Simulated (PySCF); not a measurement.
Al(All)(Me)(OH) (C4H9AlO), SMILES [CH3][Al]([CH2]C=C)[OH].

Geometry: PBE0-D3(BJ)/def2-SVP. The values are those of a single conformer.

These are PBE/def2-TZVP run with PySCF values and carry that method's errors.

Isolated molecule, no solvent.

```json
{
 "total_energy": "-475.20180 hartree",
 "highest_occupied_level": "-5.57 eV",
 "lowest_empty_level": "-1.25 eV",
 "orbital_gap": "4.32 eV",
 "dipole_moment": "0.90 D",
 "quadrupole, principal values (traceless, Buckingham form, about the centre of nuclear charge)": "-4.93, 0.96, 3.97 D·Å",
 "mean_static_polarisability": "79.9 bohr³ (11.84 Å³)",
 "polarisability_principal_values": "69.2, 82.4, 88.0 bohr³"
}
```
